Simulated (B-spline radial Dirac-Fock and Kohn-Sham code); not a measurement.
# Auger decay of the 2s hole in Pt⁴⁺

System: platinum as Pt⁴⁺ in the configuration [Xe] 4f14 5d6, inside a Watson sphere of charge -4 and radius 2.4 Å (a model of the Madelung potential; inside it an electron's potential energy is raised by 24.0 eV).

Model: independent-particle rates on relativistic LDA orbitals of the hole state (multipoles up to L = 3, Coulomb Auger matrix elements, transition energies from Dirac-Fock). Program: a radial finite-basis atomic code. Kinetic energies are configuration averages from the vacuum level; the two-hole energies are estimated from single-hole states.

```tsv
transition	kinetic energy (eV)	width (meV)	share (%)
L1-L2N3	9.32	214	2.3
L1-L3M5	60.96	4240	45.0
L1-L2N6	469.9	190	2.0
L1-L2N7	473.6	252	2.7
L1-L3N1	1510.4	252	2.7
L1-L3N2	1625.4	105	1.1
L1-L3N3	1719.9	149	1.6
L1-L3N4	1909.8	395	4.2
L1-L3N5	1928.4	485	5.1
L1-L3N6	2179.0	317	3.4
L1-L3N7	2182.7	394	4.2
L1-M1M2	7451.7	132	1.4
L1-M1M3	7835.1	216	2.3
L1-M1M4	8270.0	170	1.8
L1-M1M5	8351.4	220	2.3
L1-M4M5	9442.9	315	3.3
```

Coster-Kronig rates are the weakest part of this model and often come out 1.5 to 2.5 times too large. The listed channels hold 85 % of the non-radiative rate. Summed by principal shells, of 9.42 eV in all: LLM 45.0 %, LLN 30.9 %, LMM 14.3 %, LMN 5.5 %, LLO 3.0 %, LMO 0.7 %.

Values without a named source are computed, but for edge energies of neutral atoms, which are taken from tables.
